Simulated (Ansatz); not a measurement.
Reaction (formal exchange of groups at a B–Si bond): `C[SiH2]B1N[SiH2]1` + `CC#CO` → `OB1N[SiH2]1` + `CC#C[SiH2]C`

Calculated with Ansatz (gas phase, PBE0-D4/def2-TZVP geometries, no zero-point term in ΔE). CCSD(T)/CBS is the MP2 limit (def2-TZVPP, def2-QZVPP) plus CCSD(T) − MP2 in def2-TZVPP, frozen cores. Functionals use def2-TZVPP. B3LYP here is the variant with VWN-RPA as its local correlation; programs differ in this. Each species was taken in one conformer, which may not be the lowest.

```json
{"level": "PBE-D4", "ΔE (kcal/mol)": "-54.2", "difference from CCSD(T)/CBS": "6.1"}
{"level": "r2SCAN-D4", "ΔE (kcal/mol)": "-58.9", "difference from CCSD(T)/CBS": "1.4"}
{"level": "PBE0-D4", "ΔE (kcal/mol)": "-55.8", "difference from CCSD(T)/CBS": "4.5"}
{"level": "ωB97X-V", "ΔE (kcal/mol)": "-57.7", "difference from CCSD(T)/CBS": "2.6"}
{"level": "B2PLYP", "ΔE (kcal/mol)": "-60.6", "difference from CCSD(T)/CBS": "-0.3"}
{"level": "r2SCAN", "ΔE (kcal/mol)": "-58.9", "difference from CCSD(T)/CBS": "1.4"}
{"level": "PBE0", "ΔE (kcal/mol)": "-55.9", "difference from CCSD(T)/CBS": "4.4"}
{"level": "B3LYP", "ΔE (kcal/mol)": "-58.9", "difference from CCSD(T)/CBS": "1.4"}
{"level": "MP2/def2-TZVPP", "ΔE (kcal/mol)": "-62.7", "difference from CCSD(T)/CBS": "-2.4"}
{"level": "SCS-MP2/def2-TZVPP", "ΔE (kcal/mol)": "-62.2", "difference from CCSD(T)/CBS": "-1.9"}
{"level": "CCSD/def2-TZVPP", "ΔE (kcal/mol)": "-60.2", "difference from CCSD(T)/CBS": "0.1"}
{"level": "CCSD(T)/def2-TZVPP", "ΔE (kcal/mol)": "-59.8", "difference from CCSD(T)/CBS": "0.5"}
{"level": "HF/def2-QZVPP", "ΔE (kcal/mol)": "-63.4", "difference from CCSD(T)/CBS": "-3.1"}
{"level": "MP2/def2-QZVPP", "ΔE (kcal/mol)": "-63.1", "difference from CCSD(T)/CBS": "-2.8"}
{"level": "SCS-MP2/def2-QZVPP", "ΔE (kcal/mol)": "-62.6", "difference from CCSD(T)/CBS": "-2.3"}
{"level": "CCSD/CBS(def2)", "ΔE (kcal/mol)": "-60.7", "difference from CCSD(T)/CBS": "-0.4"}
{"level": "CCSD(T)/CBS", "ΔE (kcal/mol)": "-60.3", "difference from CCSD(T)/CBS": "0"}
```

Largest T1 diagnostic among the species: 0.014.

From PBE to PBE0 (25 % exact exchange), in def2-TZVPP and without D4, ΔE moves by −1.6 kcal/mol.
